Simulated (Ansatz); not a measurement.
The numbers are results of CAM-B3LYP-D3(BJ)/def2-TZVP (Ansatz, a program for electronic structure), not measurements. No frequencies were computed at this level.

Ansatz 0.2 input:
```yaml
crystal:
  periodic: [false, false, false]
  atoms:
    - { symbol: C, position_ang: [0.658835, 0.143689, 0.047081] }
    - { symbol: N, position_ang: [-0.685907, -0.169713, -0.14048] }
    - { symbol: H, position_ang: [1.343483, -0.683137, 0.038377] }
    - { symbol: H, position_ang: [0.985495, 1.08577, -0.35071] }
    - { symbol: H, position_ang: [-1.314316, 0.609799, -0.002433] }
    - { symbol: H, position_ang: [-0.988707, -0.999111, 0.351461] }
basis:
  gaussian: { orbitals: def2-tzvp }
hamiltonian:
  xc: cam_b3lyp
  dispersion: d3bj
relax:
  max_steps: 150
magnetization:
  spin_polarized: true
  initial_magnetization: 1
```

Output:

```
Functional definition: CAM-B3LYP
511 factors; their error is unknown
181 factors; integrals over basis functions are off by at most 1.1e-6 eV
mean field evaluation 1: about -2586.1839 eV, gradient 3.2e1 eV
mean field evaluation 2: about -2586.2504 eV, gradient 3.2e1 eV
mean field evaluation 4: about -2590.2800 eV, gradient 1.3e0 eV
mean field evaluation 8: about -2590.2801 eV, gradient 2.5e-1 eV
mean field evaluation 16: about -2590.2804 eV, gradient 1.7e-5 eV
mean field -2590.28040595 eV, -95.1910491634 hartree, gradient 1.7e-5 eV, S^2 0.754040; 0 other end points of the search recorded, 0 dependent functions left out
reference -2590.28049935 eV, -95.1910525959 hartree; 9, 8 occupied and 77, 78 virtual orbitals, 511 factors
relax step   1: F+E_penalty+E_count = -2590.31896985 eV  Δ(F+E_penalty+E_count) = +0.000e0 eV  max|allowed force component| = 3.797e-1 eV/Å  Δτ_max = 0.0000 Å  (30 SCF iters, accepted)
these checks for a lower state are left out or cut short: starts, cluster_reference, orbital_swaps, neighbouring_geometries, increment
511 factors; their error is unknown
181 factors; integrals over basis functions are off by at most 1.0e-6 eV
mean field -2590.28642316 eV, -95.1912702918 hartree, gradient 1.8e-5 eV, S^2 0.754111; 0 other end points of the search recorded, 0 dependent functions left out
reference -2590.28651651 eV, -95.1912737225 hartree; 9, 8 occupied and 77, 78 virtual orbitals, 511 factors
relax step   2: F+E_penalty+E_count = -2590.32496695 eV  Δ(F+E_penalty+E_count) = -5.997e-3 eV  max|allowed force component| = 2.014e-1 eV/Å  Δτ_max = 0.0126 Å  (34 SCF iters, accepted)
these checks for a lower state are left out or cut short: starts, cluster_reference, orbital_swaps, neighbouring_geometries, increment
511 factors; their error is unknown
181 factors; integrals over basis functions are off by at most 1.0e-6 eV
mean field evaluation 32: about -2590.2885 eV, gradient 1.8e-5 eV
mean field -2590.28845878 eV, -95.1913450997 hartree, gradient 1.8e-5 eV, S^2 0.754135; 0 other end points of the search recorded, 0 dependent functions left out
reference -2590.28855221 eV, -95.1913485330 hartree; 9, 8 occupied and 77, 78 virtual orbitals, 511 factors
relax step   3: F+E_penalty+E_count = -2590.32699302 eV  Δ(F+E_penalty+E_count) = -2.026e-3 eV  max|allowed force component| = 3.659e-2 eV/Å  Δτ_max = 0.0108 Å  (33 SCF iters, accepted)
these checks for a lower state are left out or cut short: starts, cluster_reference, orbital_swaps, neighbouring_geometries, increment
511 factors; their error is unknown
181 factors; integrals over basis functions are off by at most 9.9e-7 eV
mean field -2590.28864243 eV, -95.1913518487 hartree, gradient 1.7e-5 eV, S^2 0.754139; 0 other end points of the search recorded, 0 dependent functions left out
reference -2590.28873597 eV, -95.1913552862 hartree; 9, 8 occupied and 77, 78 virtual orbitals, 511 factors
relax step   4: F+E_penalty+E_count = -2590.32717102 eV  Δ(F+E_penalty+E_count) = -1.780e-4 eV  max|allowed force component| = 1.459e-2 eV/Å  Δτ_max = 0.0057 Å  (33 SCF iters, accepted)
these checks for a lower state are left out or cut short: starts, cluster_reference, orbital_swaps, neighbouring_geometries, increment
511 factors; their error is unknown
181 factors; integrals over basis functions are off by at most 9.9e-7 eV
mean field -2590.28866529 eV, -95.1913526886 hartree, gradient 2.7e-5 eV, S^2 0.754134; 0 other end points of the search recorded, 0 dependent functions left out
reference -2590.28875885 eV, -95.1913561269 hartree; 9, 8 occupied and 77, 78 virtual orbitals, 511 factors
relax step   5: F+E_penalty+E_count = -2590.32719639 eV  Δ(F+E_penalty+E_count) = -2.537e-5 eV  max|allowed force component| = 5.228e-3 eV/Å  Δτ_max = 0.0011 Å  (25 SCF iters, accepted)
511 factors; their error is unknown
181 factors; integrals over basis functions are off by at most 9.9e-7 eV
mean field evaluation 64: about -2590.2887 eV, gradient 3.3e-3 eV
mean field -2590.28866529 eV, -95.1913526886 hartree, gradient 2.7e-5 eV, S^2 0.754134; 1 other end points of the search recorded, 0 dependent functions left out
reference -2590.28875885 eV, -95.1913561269 hartree; 9, 8 occupied and 77, 78 virtual orbitals, 511 factors
Total energy: -2590.32728995 eV, -95.1927721187 hartree
Atom 0 at     0.661653     0.140655     0.030695 Å, force    -0.002913    -0.000616    -0.000120 eV/Å
Atom 1 at    -0.681793    -0.163989    -0.118241 Å, force     0.004717     0.000624    -0.001503 eV/Å
Atom 2 at     1.353639    -0.687517     0.042429 Å, force     0.001298    -0.001025     0.000118 eV/Å
Atom 3 at     0.992929     1.094841    -0.349617 Å, force     0.000810     0.001387    -0.000413 eV/Å
Atom 4 at    -1.325767     0.602109    -0.007053 Å, force    -0.002977     0.004859    -0.000151 eV/Å
Atom 5 at    -1.001777    -0.998803     0.345082 Å, force    -0.000935    -0.005228     0.002068 eV/Å
Dipole moment:    -0.232053    -0.026540     0.092846 e Å
```

Cost: about 8 core-seconds (a rough figure).
